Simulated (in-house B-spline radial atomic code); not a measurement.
Results of a calculation; reference values are marked as such.
# Weak and strong correlation along the adiabatic connection

Two-electron singlets in several external potentials (atomic units), by full CI in B-splines with partial waves to l = 8 (correlation energies up to 0.6 % small). The repulsion is scaled by λ at fixed density; W(λ) is the mean repulsion less the Hartree energy, W(0) = E_x, and the area under W from 0 to 1 is E_xc.

Relative drop (W(λ) − E_x)/E_x:

```json
{"system": "−Z/r, Z = 2, wall at 2.8 bohr", "λ = 0.12": "0.0101", "λ = 0.25": "0.0205", "λ = 0.4": "0.0318", "λ = 0.6": "0.0459", "λ = 0.8": "0.0590", "λ = 1": "0.0711"}
{"system": "−V exp(−r²/w²), V = 1.33, w = 8.04", "λ = 0.12": "0.0375", "λ = 0.25": "0.0710", "λ = 0.4": "0.1025", "λ = 0.6": "0.1357", "λ = 0.8": "0.1615", "λ = 1": "0.1822"}
{"system": "−Z/r, Z = 0.5, wall at 2.8 bohr", "λ = 0.12": "0.0180", "λ = 0.25": "0.0359", "λ = 0.4": "0.0544", "λ = 0.6": "0.0763", "λ = 0.8": "0.0954", "λ = 1": "0.1122"}
{"system": "−Z exp(−kr)/r, Z = 8.73, k = 3.4", "λ = 0.12": "0.0025", "λ = 0.25": "0.0051", "λ = 0.4": "0.0081", "λ = 0.6": "0.0120", "λ = 0.8": "0.0159", "λ = 1": "0.0197"}
{"system": "−V exp(−r²/w²), V = 3.17, w = 4.38", "λ = 0.12": "0.0219", "λ = 0.25": "0.0431", "λ = 0.4": "0.0647", "λ = 0.6": "0.0897", "λ = 0.8": "0.1110", "λ = 1": "0.1294"}
{"system": "−Z/r, Z = 1.5, wall at 1 bohr", "λ = 0.12": "0.0061", "λ = 0.25": "0.0126", "λ = 0.4": "0.0197", "λ = 0.6": "0.0289", "λ = 0.8": "0.0376", "λ = 1": "0.0459"}
{"system": "ω²r²/2 − Z/r, ω = 0.183, Z = 0.3", "λ = 0.12": "0.0314", "λ = 0.25": "0.0602", "λ = 0.4": "0.0881", "λ = 0.6": "0.1184", "λ = 0.8": "0.1429", "λ = 1": "0.1631"}
```

Q: Order the systems by how far second-order (GL2) theory, half the initial slope (estimated from the first points of each curve), overshoots the correlation energy, least first.
A. −Z/r, Z = 2, wall at 2.8 bohr
B. −V exp(−r²/w²), V = 1.33, w = 8.04
C. ω²r²/2 − Z/r, ω = 0.183, Z = 0.3
D. −Z/r, Z = 0.5, wall at 2.8 bohr
E. −Z/r, Z = 1.5, wall at 1 bohr
F. −Z exp(−kr)/r, Z = 8.73, k = 3.4
G. −V exp(−r²/w²), V = 3.17, w = 4.38

A: F (GL2/E_c = 1.03), E (GL2/E_c = 1.09), A (GL2/E_c = 1.14), D (GL2/E_c = 1.26), G (GL2/E_c = 1.31), C (GL2/E_c = 1.47), B (GL2/E_c = 1.55).

Q: What else changes along this order?

A: The ratio follows the bend of the curve. With it the leading natural occupation goes from 1.999 to 1.886 and −T_c/E_c from 0.97 to 0.64 between the first and the last.
